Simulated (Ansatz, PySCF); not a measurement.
BrGeH5N2. Atoms are numbered in the order given.

```xyz
9

Ge     0.2140    -0.4996     0.6424
N     -1.0835    -1.7488     0.8992
N      1.5508    -1.3738    -0.2475
Br    -0.3316     1.2611    -0.8055
H      0.4952     0.1629     2.0030
H     -1.3732    -2.2286     0.0462
H     -1.9101    -1.4291     1.4040
H      2.2140    -0.7498    -0.7071
H      2.0627    -2.0469     0.3249
```

Coordinates come from a TPSSh-D3(BJ)/def2-SVP optimisation. The structure was generated by enumeration, and PubChem lists no compound with its InChIKey, so it may never have been made. The values are those of a single conformer.

Vertical ionisation energy (IE) and electron affinity (EA) in eV. Rows of orbital energies are one-electron estimates. Where ΔSCF, EOM or ADC give a negative EA the extra electron is unbound and the value depends on the basis.

```
level                                                                        IE     EA
------------------------------------------------------------------------  -----  -----
−ε(HOMO), −ε(LUMO), M06-2X/def2-TZVP (PySCF)                               9.10  -1.07
−ε(HOMO), −ε(LUMO), PBE/def2-TZVP (PySCF)                                   ___    ___
ΔSCF, CAM-B3LYP/def2-SVPD (Ansatz), final states of multiplicity 2 and 2  10.04  -1.29
ΔSCF, PBE/def2-SVPD (Ansatz), final states of multiplicity 2 and 2         9.24  -0.96
```

Task: Fill in the missing entries. (An estimate is asked for; the answer gives what the named calculation found.)

Result: 
- −ε(HOMO), −ε(LUMO), PBE/def2-TZVP (PySCF), IE: 6.31
- −ε(HOMO), −ε(LUMO), PBE/def2-TZVP (PySCF), EA: 0.93

Task: What vertical singlet–triplet gap does ΔSCF give with CAM-B3LYP/def2-SVPD (Ansatz, a quantum-chemistry and plane-wave program) and with PBE/def2-SVPD (Ansatz)? (An estimate is asked for; the answer gives what the named calculation found.)

Result: 6.12 and 5.36 eV (triplet above singlet where positive).
